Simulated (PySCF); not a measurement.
CF, SMILES [C]F (connectivity only; charge and spin as stated), neutral, multiplicity 2.

Coordinates come from a PBE0-D3(BJ)/def2-TZVPD optimisation.

These are PBE0-D3(BJ)/def2-TZVPD in PySCF values and carry that method's errors.

No scaling factor is applied to the harmonic values.

```
mode  ν (cm⁻¹)  IR (km/mol)  moving atoms (share of kinetic energy)
----  --------  -----------  --------------------------------------
1         1334        199.4                          C 61 %, F 39 %
```
